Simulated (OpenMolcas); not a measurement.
**Ionisation energies of vanadium**

| Quantity | Value |
| --- | --- |
| Program | OpenMolcas |
| Basis | ANO-RCC [10s9p8d6f4g2h] |
| Scalar Hamiltonian | DKH2, point nucleus |
| Spin-orbit coupling | RASSI with atomic mean-field integrals over the reference wave functions, term energies averaged over their components |

Active shells in each charge state: the valence d shell, with orbitals averaged over the low states. Where CASPT2's correlated closed shells are named, they are those of the first ion.

A. CASSCF
B. SS-CASPT2, IPEA 0.25 Eh, imaginary shift 0.1 Eh (closed shells correlated: 3s 3p)
C. SS-CASPT2, IPEA 0.25 Eh, imaginary shift 0.1 Eh (closed shells correlated: none)
D. SS-CASPT2, IPEA 0.25 Eh, imaginary shift 0.1 Eh (closed shells correlated: 2s 2p 3s 3p)
E. SS-CASPT2, IPEA 0 Eh, imaginary shift 0.1 Eh (closed shells correlated: 3s 3p)

Energies in eV between the lowest computed levels, named as in B; reference values from the NIST Atomic Spectra Database with their kind.

```
          From             To       A       B       C       D       E  Spin-orbit share in B          Reference
V2+ 3d3 4F 3/2    V3+ 3d2 3F2  28.186  29.365  28.653  29.392  29.442                 -0.010  29.311 (measured)
   V3+ 3d2 3F2  V4+ 3d 2D 3/2  45.797  46.806  45.972  46.855  46.883                 +0.008  46.709 (measured)
 V4+ 3d 2D 3/2    V5+ 3p6 1S0  64.236  65.168  64.236  65.234  65.229                 +0.046  65.282 (measured)
```

Error against the reference values, in %:

```tsv
From	Reference	A	B	C	D	E
V2+	measured	-3.8	+0.2	-2.2	+0.3	+0.4
V3+	measured	-2.0	+0.2	-1.6	+0.3	+0.4
V4+	measured	-1.6	-0.2	-1.6	-0.1	-0.1
```

Mean absolute error over the 3 measured values: A 1.03 eV, B 0.09 eV, C 0.81 eV, D 0.09 eV, E 0.12 eV.

The lowest level within the active space need not be the ion's true ground level.
